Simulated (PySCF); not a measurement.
Start geometry of `[F][W-]([F])([F])([F])=[S]` ([WSF4]-) [radical] from GFN2-xTB (Å):
```
atom  x, y, z in Å
W1     0.0615   -0.0773    0.1237
S2    -0.0125   -0.0208    2.2981
F3     1.7711    0.0062   -0.6358
F4     0.0864    1.8437   -0.6060
F5    -1.8425   -0.0298   -0.6314
F6    -0.0009   -1.8180   -0.6178
```

Task: What comes out of this run: PBE0-D3(BJ)/def2-SVP geometry optimisation, gas phase, def2 core potentials past Kr in PySCF 2.14.0?

Result: 
```
atom  x, y, z in Å
W1     0.011   -0.016    0.061
S2     0.011   -0.025    2.210
F3     1.816   -0.015   -0.585
F4     0.011    1.791   -0.579
F5    -1.795   -0.012   -0.583
F6     0.009   -1.818   -0.594
```

The energy falls by 0.507 eV over 7 energy and gradient evaluations, the largest force component goes from 0.0690 to 2.6e-04 Eh/bohr, and the atoms move by 0.079 Å rms after alignment. The bond that changes most is W1–F4 (ends: tungsten bonded to 4 F and S; fluorine bonded to W), which shortens by 0.138 Å. Bonds longer at the end by more than 0.005 Å: 2 of 5; shorter: 3. Among the angles that change most is F3–W1–F5, from 134.3° to 140.7°. Rotational constants go from 2004, 1605, 1563 to 2041, 1674, 1674 MHz. The orientation of the end geometry is arbitrary; only internal coordinates are fixed.

The run used 106 basis functions and 60 SCF cycles in all.

No PBE0-D3(BJ)/def2-SVP frequencies stand behind this structure, so it isn't proved a minimum. ⟨S²⟩ = 0.757 (exact for a doublet: 0.75). The geometry's basis has no diffuse functions, a weakness for an anion.
